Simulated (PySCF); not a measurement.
# [TiBr6]3-: bond length scan

[TiBr6]3- holds Ti(III), d1, at total charge -3. The structure is a model geometry with rigid ligands and bond lengths from ionic radii, not a minimum; coordination octahedral, point group Oh, metal–donor distances 2.53 Å.

```
7

Ti    0.000    0.000    0.000
Br    0.000    0.000    2.530
Br    0.000    0.000   -2.530
Br    2.530    0.000    0.000
Br   -2.530    0.000    0.000
Br    0.000    2.530    0.000
Br    0.000   -2.530    0.000
```

Method (PySCF 2.14, density fitting): CASSCF(1,5) with orbitals averaged over all microstates of the shell, strongly contracted NEVPT2 on the averaged canonical orbitals; basis x2c-TZVPall on the metal, x2c-SVPall elsewhere; spin-free X2C; IEF-PCM water; spin-orbit coupling by state interaction with the mean-field operator over all roots.

All metal–ligand distances are scaled together.

```json
{"bond length": "2.328 Å", "group": "Oh", "ground": "2T2g", "next state (NEVPT2) / cm⁻¹": "2Eg 20516", "orbital energies above the lowest (NEVPT2 fit) / cm⁻¹": "0 0 0 20516 20516", "μeff(300 K) / μB": "1.81"}
{"bond length": "2.404 Å", "group": "Oh", "ground": "2T2g", "next state (NEVPT2) / cm⁻¹": "2Eg 17584", "orbital energies above the lowest (NEVPT2 fit) / cm⁻¹": "0 0 0 17584 17584", "μeff(300 K) / μB": "1.82"}
{"bond length": "2.479 Å", "group": "Oh", "ground": "2T2g", "next state (NEVPT2) / cm⁻¹": "2Eg 15080", "orbital energies above the lowest (NEVPT2 fit) / cm⁻¹": "0 0 0 15080 15080", "μeff(300 K) / μB": "1.84"}
{"bond length": "2.530 Å", "group": "Oh", "ground": "2T2g", "next state (NEVPT2) / cm⁻¹": "2Eg 13638", "orbital energies above the lowest (NEVPT2 fit) / cm⁻¹": "0 0 0 13638 13638", "μeff(300 K) / μB": "1.84"}
{"bond length": "2.581 Å", "group": "Oh", "ground": "2T2g", "next state (NEVPT2) / cm⁻¹": "2Eg 12361", "orbital energies above the lowest (NEVPT2 fit) / cm⁻¹": "0 0 0 12361 12361", "μeff(300 K) / μB": "1.85"}
{"bond length": "2.656 Å", "group": "Oh", "ground": "2T2g", "next state (NEVPT2) / cm⁻¹": "2Eg 10722", "orbital energies above the lowest (NEVPT2 fit) / cm⁻¹": "0 0 0 10722 10722", "μeff(300 K) / μB": "1.86"}
{"bond length": "2.758 Å", "group": "Oh", "ground": "2T2g", "next state (NEVPT2) / cm⁻¹": "2Eg 8948", "orbital energies above the lowest (NEVPT2 fit) / cm⁻¹": "0 0 0 8948 8948", "μeff(300 K) / μB": "1.88"}
```

(1) With what power of the bond length does 10Dq, as fitted to the states, fall?

At 2.328 Å, 2.404 Å, 2.479 Å, 2.530 Å, 2.581 Å, 2.656 Å, 2.758 Å the ground state is orbitally degenerate, so the regular structure would distort there (Jahn–Teller).

Charge-transfer states lie outside this active space and may come lower than some of these levels. NEVPT2 lifts 2Eg from 11790 to 13638 cm⁻¹; on the d shell alone it tends to overshoot states that fill the eg-type orbitals. NEVPT2 on the d shell alone tends to put d–d bands too high for such charged or covalently bound ions.

Answers

(1) A log–log fit of these points gives 10Dq ∝ R^−4.9; a point-charge model has R^−5 (correlation -1.000).
